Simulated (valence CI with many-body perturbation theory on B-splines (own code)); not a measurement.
**How close is CI+MBPT for W IV?**

Calculated by configuration interaction combined with many-body perturbation theory (CI+MBPT): three valence electrons over a frozen Dirac-Fock core [Xe] 4f14, radial functions for each j: 7 s, 7 p, 8 d, 6 f, 4 g, 1 h, with the one-electron correlation potential Σ1, the two-electron term Σ2, the three-electron term Σ3, Breit, model QED; selected CI, second order for the rest, scaled by the run's own slope (own B-spline code, finite nucleus).

Set against measurement, 62 paired levels are off by 1221 cm⁻¹ on average, the worst by 2923. These come from a selection out of J. Phys. B 45, 035001 (2012). Levels without a partner in it may be off by more, other configurations by 1,000 to 8,000 cm⁻¹. 7 measured levels below the end of the list, from 46088 cm⁻¹ on, found no clear computed partner, and computed levels of the same name lie up to 1232 cm⁻¹ from them.

Measured levels: measured levels as listed in J. Phys. B 45, 035001 (2012). Pairs share parity and J, and are chosen by configuration, term and nearness in energy; levels without a clear partner are left out. Energies in cm⁻¹ above the measured ground level.

Names give the largest LS component (configuration and term), which can be under half, so a name can repeat, a term be missing and a line seem to break the LS rules; names also repeat where a configuration has a term twice. Letters in brackets count levels of one name in rising energy.

```
    Computed label  Label in the source  Measured  Computed  Difference
        5d3 4F_3/2               5d3 4F         0       0.0           0
        5d3 4F_5/2               5d3 4F    3537.5    3442.8         -95
        5d3 4F_7/2               5d3 4F    6744.6    6656.4         -88
        5d3 4F_9/2               5d3 4F    9256.4    9253.4          -3
    5d3 4P_3/2 [a]               5d3 4P   10220.6   10771.8        +551
        5d3 4P_1/2               5d3 4P   11772.9   12288.2        +515
        5d3 2G_7/2               5d3 2G   15260.9   15520.4        +259
        5d3 2H_9/2               5d3 2H   16204.9   16362.6        +158
        5d3 4P_5/2               5d3 4P   17189.9   17616.5        +427
        5d3 2P_1/2               5d3 2P   18364.8   18903.5        +539
    5d3 4P_3/2 [b]               5d3 2D   18519.0   19019.3        +500
       5d3 2H_11/2               5d3 2H   22223.1   22436.5        +213
    5d3 2D_5/2 [a]               5d3 2D   22766.4   23437.1        +671
        5d3 2G_9/2               5d3 2G   24096.0   24287.1        +191
        5d3 2P_3/2               5d3 2P   25167.8   25778.5        +611
        5d3 2F_5/2               5d3 2F   27937.6   28841.2        +904
        5d3 2F_7/2               5d3 2F   28412.1   29261.1        +849
     5d2 6s 4F_3/2            5d2 6s 4F   32692.4   34088.6       +1396
     5d2 6s 4F_5/2            5d2 6s 4F   35093.8   36476.6       +1383
     5d2 6s 4F_7/2            5d2 6s 4F   39029.7   40375.2       +1345
     5d2 6s 4F_9/2            5d2 6s 4F   43224.4   44584.2       +1360
    5d3 2D_5/2 [b]               5d3 2D   43286.6   44731.7       +1445
        5d3 2D_3/2               5d3 2D   43741.5   45214.4       +1473
     5d2 6s 4P_1/2            5d2 6s 4P   45516.9   47488.7       +1972
     5d2 6s 4P_3/2            5d2 6s 4P   47679.6   49594.9       +1915
     5d2 6s 4P_5/2            5d2 6s 2F   49337.0   51067.3       +1730
     5d2 6s 2D_3/2            5d2 6s 2D   51860.4   53846.4       +1986
     5d2 6s 2F_7/2            5d2 6s 2F   52828.2   54494.3       +1666
     5d2 6s 2D_5/2            5d2 6s 2D   56415.5   58314.6       +1899
     5d2 6s 2G_9/2            5d2 6s 2G   57050.1   58904.9       +1855
     5d2 6s 2G_7/2            5d2 6s 2G   58372.5   60144.7       +1772
     5d2 6s 2P_1/2            5d2 6s 2P   59628.2   61845.1       +2217
     5d2 6s 2P_3/2            5d2 6s 2P   64681.0   66835.5       +2155
     5d2 6s 2S_1/2            5d2 6s 2S   77607.9   80531.0       +2923
    5d2 6p 4G°_5/2       5d2(3F) 6p 4G°   85290.0   86567.7       +1278
     5d 6s2 2D_3/2            5d 6s2 2D   87172.2   89828.2       +2656
    5d2 6p 4F°_3/2       5d2(3F) 6p 4F°   89893.1   90954.3       +1061
    5d2 6p 4G°_7/2       5d2(3F) 6p 4G°   92845.7   94020.4       +1175
5d2 6p 4F°_5/2 [a]       5d2(3F) 6p 4F°   94525.3   95603.6       +1078
     5d 6s2 2D_5/2            5d 6s2 2D   94725.1   97355.6       +2631
5d2 6p 4D°_1/2 [a]       5d2(3P) 6p 4D°   98463.7   99778.7       +1315
5d2 6p 4G°_9/2 [a]       5d2(3F) 6p 4G°   99028.3  100190.1       +1162
    5d2 6p 4F°_7/2       5d2(3F) 6p 4F°  100322.4  101377.6       +1055
    5d2 6p 2S°_1/2       5d2(3P) 6p 2S°  101275.4  102575.1       +1300
5d2 6p 2F°_7/2 [a]       5d2(3F) 6p 2F°  102867.6  103792.8        +925
5d2 6p 4D°_5/2 [a]       5d2(3F) 6p 4D°  103216.5  104298.7       +1082
5d2 6p 4D°_1/2 [b]       5d2(3F) 6p 4D°  103682.4  105244.3       +1562
5d2 6p 4D°_3/2 [b]       5d2(3P) 6p 4D°  103952.5  105296.6       +1344
5d2 6p 2G°_7/2 [a]       5d2(3F) 6p 2G°  106730.4  107743.6       +1013
5d2 6p 2F°_5/2 [a]       5d2(3F) 6p 2F°  106754.4  107883.6       +1129
5d2 6p 4D°_3/2 [c]       5d2(3F) 6p 4D°  108922.3  110249.1       +1327
   5d2 6p 4G°_11/2       5d2(3F) 6p 4G°  109190.3  110279.7       +1089
    5d2 6p 4S°_3/2       5d2(3P) 6p 4S°  109882.3  111256.8       +1374
    5d2 6p 2H°_9/2       5d2(1G) 6p 2H°  110252.8  111508.7       +1256
5d2 6p 2F°_5/2 [b]       5d2(1D) 6p 2F°  110658.5  111819.8       +1161
5d2 6p 2G°_7/2 [b]       5d2(3F) 6p 4D°  111515.2  112516.6       +1001
5d2 6p 2P°_1/2 [a]       5d2(3P) 6p 4P°  112861.2  114324.2       +1463
    5d2 6p 4P°_3/2       5d2(3P) 6p 4P°  113533.1  115169.6       +1637
5d2 6p 4D°_5/2 [b]       5d2(3F) 6p 2D°  113621.0  114963.7       +1343
5d2 6p 2G°_9/2 [a]       5d2(3F) 6p 2G°  115422.9  116316.8        +894
```

The table shows the lowest 60 pairs. Over 62 excited levels the mean absolute difference is 1221 cm⁻¹, the median 1289 and the largest 2923. The comparison draws on a selection of the measured levels: 63 of the 239 computed ones have a partner in it, and others may be off by more.

These 7 measured levels below the end of the computed list are not counted above. Beside each stands the unpaired computed level of its name, or else the nearest of its J and parity; the gap is either an error of the method or a doubtful assignment.

```
Label in the source    J  Measured      Unpaired level  Computed
          5d2 6s 4P  5/2     46088       5d2 6s 2F_5/2     47853
     5d2(3P) 6p 4D°  5/2     98692  5d2 6p 4F°_5/2 [b]     99857
     5d2(1D) 6p 2D°  3/2     99867  5d2 6p 2D°_3/2 [a]    101099
     5d2(3F) 6p 2D°  3/2    100450  5d2 6p 2D°_3/2 [a]    101099
     5d2(3F) 6p 4F°  9/2    105263  5d2 6p 4G°_9/2 [b]    106323
     5d2(1G) 6p 2G°  7/2    108872  5d2 6p 2F°_7/2 [b]    110138
     5d2(3P) 6p 4P°  5/2    115318  5d2 6p 2D°_5/2 [a]    116913
```
